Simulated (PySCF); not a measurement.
BrCdHSe, SMILES [SeH][Cd][Br].

The structure is a stationary point at r2SCAN-D4/def2-SVP. The structure was generated by enumeration; whether it is a known compound was not checked. The def2 effective core potentials stand for the cores of Cd; spin–orbit coupling is left out. The values are those of a single conformer.

Computed with r2SCAN-D4/def2-SVP (PySCF).

Frequencies are harmonic and unscaled.

Computed harmonic wavenumbers and intensities:
```json
[
 {"mode": "1", "ν (cm⁻¹)": "62", "IR (km/mol)": "4.3", "Raman (Å⁴/amu)": "0.0", "depolarisation": "–", "moving atoms (share of kinetic energy)": "Cd 58 %, Br 21 %, Se 20 %"},
 {"mode": "2", "ν (cm⁻¹)": "64", "IR (km/mol)": "3.8", "Raman (Å⁴/amu)": "0.1", "depolarisation": "0.75", "moving atoms (share of kinetic energy)": "Cd 59 %, Br 21 %, Se 20 %"},
 {"mode": "3", "ν (cm⁻¹)": "196", "IR (km/mol)": "0.6", "Raman (Å⁴/amu)": "18.7", "depolarisation": "0.26", "moving atoms (share of kinetic energy)": "Se 53 %, Br 46 %"},
 {"mode": "4", "ν (cm⁻¹)": "308", "IR (km/mol)": "33.5", "Raman (Å⁴/amu)": "0.0", "depolarisation": "–", "moving atoms (share of kinetic energy)": "Cd 59 %, Br 24 %, Se 17 %"},
 {"mode": "5", "ν (cm⁻¹)": "577", "IR (km/mol)": "0.4", "Raman (Å⁴/amu)": "2.3", "depolarisation": "0.71", "moving atoms (share of kinetic energy)": "H 98 %"},
 {"mode": "6", "ν (cm⁻¹)": "2425", "IR (km/mol)": "7.5", "Raman (Å⁴/amu)": "151.5", "depolarisation": "0.30", "moving atoms (share of kinetic energy)": "H 99 %"}
]
```
